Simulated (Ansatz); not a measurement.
C2H5ClOSi can be A, `O[SiH2]/C=C/Cl`, or B, `Cl[SiH]1CCO1`.

Computed with Ansatz on PBE0-D4/def2-TZVP structures; ΔE is electronic, products minus reactants. CCSD(T)/CBS is the MP2 limit (def2-TZVPP, def2-QZVPP) plus CCSD(T) − MP2 in def2-TZVPP, frozen cores. DFT in def2-TZVPP. B3LYP here is the variant with VWN-RPA as its local correlation; programs differ in this. Each species was taken in one conformer, which may not be the lowest.

Which isomer does CCSD(T)/CBS put lower? Give the gap. (Best estimate.)

The calculation gave: B, by 119.8 kJ/mol.

Give E(B) − E(A) in kJ/mol with CCSD(T)/def2-TZVPP, B3LYP-D4, B2PLYP, PBE0-D4, ωB97M-V, PBE-D4, MP2/def2-TZVPP. (An estimate is asked.)

Ansatz gave: CCSD(T)/def2-TZVPP -119.5, B3LYP-D4 -111.0, B2PLYP -115.0, PBE0-D4 -132.8, ωB97M-V -129.1, PBE-D4 -122.0, MP2/def2-TZVPP -126.0. None reverses the order clearly.

Largest T1 diagnostic: 0.011.

From PBE to PBE0 (25 % exact exchange), in def2-TZVPP and without D4, E(B) − E(A) moves by −11.1 kJ/mol. In def2-TZVPP, CCSD(T) changes the Hartree–Fock value by −5.3 kJ/mol (the triples alone add +2.1 kJ/mol) and MP2 by −11.8 kJ/mol.
